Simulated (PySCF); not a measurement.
## Spinor energies of Hg³⁺ (mercury, charge +3)

Start: [Xe] 4f14 5d8 6p1; 5d3/2 filled at m_j = -1/2, +1/2, +3/2; 5d5/2 filled at m_j = -3/2, -1/2, +1/2, +3/2, +5/2; 6p3/2 filled at m_j = +3/2. Calculated with PySCF 2.14 in x2c-SVPall-2c with one added diffuse shell each of s, p, d type (8s11p10d2f, 105 functions): generalised Hartree-Fock with the X2C-1e Hamiltonian and a Gaussian nucleus; spin-orbit coupling (SO) screened by Boettger's factors. This is a chosen level, not necessarily the ground level.

| spinor shell | electrons | ε, screened SO (eV) | weight of nominal j (screened SO) | rms radius, screened SO (bohr) |
| --- | --- | --- | --- | --- |
| 1s1/2 | 2 | -83576.1 | 1.000 | 0.0187 |
| 2s1/2 | 2 | -14998.2 | 1.000 | 0.0756 |
| 2p1/2 | 2 | -14368.6 | 1.000 | 0.0639 |
| 2p3/2 | 4 | -12415.0 | 1.000 | 0.0720 |
| 3s1/2 | 2 | -3661.3 | 1.000 | 0.193 |
| 3p1/2 | 2 | -3378.8 | 1.000 | 0.184 |
| 3p3/2 | 4 | -2939.4 | 1.000 | 0.201 |
| 3d3/2 | 4 | -2475.6 | 1.000 | 0.177 |
| 3d5/2 | 6 | -2382.9 | 1.000 | 0.180 |
| 4s1/2 | 2 | -876.01 | 1.000 | 0.424 |
| 4p1/2 | 2 | -753.60 | 1.000 | 0.429 |
| 4p3/2 | 4 | -646.11 | 1.000 | 0.462 |
| 4d3/2 | 4 | -445.53 | 1.000 | 0.476 |
| 4d5/2 | 6 | -425.05 | 1.000 | 0.486 |
| 5s1/2 | 2 | -180.28 | 1.000 | 0.965 |
| 4f5/2 | 6 | -164.57 | 0.998 | 0.525 |
| 4f7/2 | 8 | -160.26 | 0.999 | 0.526 |
| 5p1/2 | 2 | -137.42 | 0.996 | 1.09 |
| 5p3/2 | 4 | -117.33 | 0.998 | 1.12 |
| 5d5/2 | 5 | -55.948 | 0.756 | 1.44 |
| 5d3/2 | 3 | -57.640 | 0.907 | 1.41 |
| 6p3/2 | 1 | -27.124 | 1.000 | 3.42 |

```tsv
quantity	screened SO
E (hartree)	-19635.53499
M_J	11/2
⟨J²⟩	35.757
⟨L²⟩	20.630
⟨S²⟩	3.748
```

Each row is a mean over spinors that exchange with the open shell spreads, by up to 8.025 eV (5p3/2).

Rows whose weight is well below 1 are mixtures of j = l ± 1/2: exchange outweighs spin-orbit coupling there, and the label is only the starting occupation.

Breit and QED terms are absent; they matter most for the inner s and p1/2 levels.

Densities and radii are taken from the X2C orbitals without a picture-change correction, which distorts them close to the nucleus.
